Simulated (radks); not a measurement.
The numbers below are computed, except where a source is named.
Tl LXXXI, configuration 1s1.

Code: a radial shooting solver on a logarithmic mesh with Libxc functionals. Model: Dirac Kohn-Sham, BLYP, spin-unpolarised, spherical densities, finite nucleus; Fermi nuclear charge, rms radius 5.4759 fm.

Energy parts (hartree):
| part | energy |
|---|---|
| total | -3624.8736 |
| kinetic | 4482.1106 |
| electron-nucleus | -8111.5507 |
| Hartree | 29.4932 |
| exchange-correlation | -24.9267 |

Orbitals (lengths in bohr, moments of r in powers of bohr; r(max) is where P^2 peaks):
orbital  occ.  eigenvalue (hartree)      <r^2>    r(max)
1s1/2       1             -3601.548  0.0003612  0.009970

The highest occupied level is 1s1/2 at -98003 eV. Summed over all electrons, <r^2> = 0.0003612 bohr^2, which gives a Langevin (diamagnetic) susceptibility term of -0.000286 x 10^-6 cm^3/mol. For comparison, the ionisation energy in NIST's Atomic Spectra Database is 98592.1 eV (theoretical). In exact Kohn-Sham theory the highest level is minus the ionisation energy, but local and semilocal functionals leave it too shallow, through self-interaction and a potential that decays too fast; potentials with the right tail come closer.

Beside tabulated values, note that spin-unpolarised runs miss the spin-polarisation part of the exchange energy of open shells.
